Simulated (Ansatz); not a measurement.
`CC(C)[CH2][Ge]([F])([F])[CH2]C(C)C` at its PBE0-D4/def2-TZVP geometry, where that method's forces vanish. Total charge 0; spin multiplicity 1.

```xyz
29

C     1.5593   -1.7127    2.9965
C     1.7329   -0.5508    2.0278
C     1.8078    0.7719    2.7766
C     0.6032   -0.5555    0.9961
Ge    0.7991    0.7317   -0.4430
F     0.3950    2.3192    0.1507
F     2.4982    0.8769   -0.7945
C    -0.1190    0.4514   -2.1278
C    -1.5557   -0.0548   -1.9942
C    -2.4365    0.9412   -1.2527
C    -2.1352   -0.3693   -3.3666
H     1.5381   -2.6719    2.4728
H     2.3764   -1.7434    3.7218
H     0.6225   -1.6147    3.5543
H     2.6790   -0.6911    1.4926
H     2.6150    0.7525    3.5125
H     1.9863    1.6150    2.1062
H     0.8727    0.9669    3.3112
H     0.5199   -1.5407    0.5242
H    -0.3603   -0.3599    1.4808
H     0.4920   -0.2547   -2.6989
H    -0.0936    1.4030   -2.6690
H    -1.5395   -0.9896   -1.4179
H    -2.0679    1.1565   -0.2459
H    -3.4579    0.5651   -1.1596
H    -2.4766    1.8934   -1.7900
H    -2.1745    0.5344   -3.9826
H    -3.1520   -0.7619   -3.2851
H    -1.5289   -1.1081   -3.8962
```

(1) What forces (eV/Å) does ωB97M-V/def2-TZVPP give on these atoms in the Gaussian-basis code of Ansatz? (Best estimate.)

Answers

(1) Computed: 
```
C1  -0.008 -0.143  0.128
C2   0.172 -0.036 -0.111
C3   0.007  0.163  0.086
C4  -0.156  0.002 -0.141
Ge5 -0.106 -0.129 -0.008
F6  -0.026  0.075  0.033
F7   0.079  0.003 -0.007
C8   0.192  0.074 -0.013
C9   0.016 -0.170  0.090
C10 -0.107  0.125  0.085
C11 -0.085 -0.045 -0.164
H12  0.000  0.068  0.032
H13 -0.058  0.004 -0.050
H14  0.053  0.004 -0.039
H15 -0.066  0.012  0.035
H16 -0.055  0.001 -0.049
H17 -0.010 -0.049  0.029
H18  0.046 -0.020 -0.034
H19  0.005  0.049  0.037
H20  0.051 -0.015 -0.009
H21 -0.044  0.042  0.028
H22 -0.013 -0.056  0.027
H23  0.002  0.058 -0.031
H24 -0.010 -0.014 -0.049
H25  0.069  0.025 -0.007
H26  0.010 -0.057  0.023
H27  0.008 -0.048  0.046
H28  0.070  0.029 -0.006
H29 -0.038  0.051  0.039
```
